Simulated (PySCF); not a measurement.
Species: H2Te5.
Geometry (PBE0-D3(BJ)/def2-SVP, Å), atoms numbered from 1 in this order:
```xyz
7
H2Te5 angstrom
Te     1.817   -1.136   -2.620
Te    -0.760   -0.512   -2.032
Te    -0.573    2.025   -1.039
Te     0.503    1.533    1.415
Te    -1.610    0.658    2.884
H      2.145   -1.734   -1.095
H     -1.431   -0.936    2.419
```

The calculation used PySCF 2.14.0, density-fitted response routines, TDDFT wB97X-D/def2-SVPD, vertical, gas phase, core orbitals frozen in the response, def2 core potentials past Kr. Spin–orbit coupling is left out.

Computed states:

```json
{"state": "S1", "E (eV)": "2.86", "f": "0.031"}
{"state": "S2", "E (eV)": "2.98", "f": "0.0007"}
{"state": "S3", "E (eV)": "3.04", "f": "0.0083"}
{"state": "S4", "E (eV)": "3.06", "f": "0.0089"}
{"state": "S5", "E (eV)": "3.17", "f": "0.0007"}
{"state": "S6", "E (eV)": "3.34", "f": "0.0005"}
{"state": "S7", "E (eV)": "3.41", "f": "0.0080"}
{"state": "S8", "E (eV)": "3.46", "f": "0.011"}
{"state": "S9", "E (eV)": "3.76", "f": "0.0014"}
{"state": "S10", "E (eV)": "3.82", "f": "0.0077"}
```

Each state is given a Gaussian of 0.5 eV full width at half maximum, with ε(max) = 2.175×10⁸ f / Δν̃ (Δν̃ the width in cm⁻¹). The width is an assumption, not a result. The curve ends short of the highest state used, and states not computed would add to its high-energy end.

(1) Give the broadened spectrum and its maxima.

(2) On this curve, what absorbance would a 10⁻³ mol/L sample give at 405 nm over a 1 cm path?

(3) Coming from long wavelengths, where does ε first pass 100 L mol⁻¹ cm⁻¹?

(4) Does any computed singlet lie in the visible range?

## Answers

(1) 
(λ (nm), ε (L mol⁻¹ cm⁻¹)): (384.8, 1799), (391.7, 1972), (398.7, 2163), (405.7, 2340), (412.7, 2469), (419.6, 2525), (426.6, 2496), (433.6, 2384), (440.6, 2200), (447.5, 1968), (454.5, 1705), (461.5, 1435), (468.5, 1175), (475.4, 942), (482.4, 736), (489.4, 563), (496.3, 424), (503.3, 313), (510.3, 227), (517.3, 162), (524.2, 115), (531.2, 80), (538.2, 55), (545.2, 38), (552.1, 26), (559.1, 17), (566.1, 12), (573.1, 8), (580.0, 5), (587.0, 3)

Maxima: 421 nm (2.95 eV), ε about 2500, made up of S1 (62%), S3 (16%) and S4 (16%) (ε in L mol⁻¹ cm⁻¹; maxima over ε = 5, shares over 10%).

(2) 405 nm is 3.061 eV, where ε is about 2300 L mol⁻¹ cm⁻¹, so A = ε c l ≈ 2.3 (Beer–Lambert, with the gas-phase spectrum and the assumed width).

(3) At about 527 nm (2.35 eV), 0.51 eV below S1.

(4) 5 computed singlets (S1 to S5) lie in the visible range (380 to 750 nm), the largest f among them at 433 nm, f = 0.031; light of that wavelength is violet to blue, and its complementary colour is yellow-green to yellow; a Tamm–Dancoff triplet lies at 521 nm, without intensity as long as spin–orbit coupling is left out.

The vertical ionisation energy (ΔSCF) is 7.80 eV, 3.98 eV above S10.

The run took 9.6 min wall (with the writing of density and orbital grids) on AMD EPYC, one thread (shared host), and the process peaked at 1.1 GiB of memory.

One conformer stands for the species.
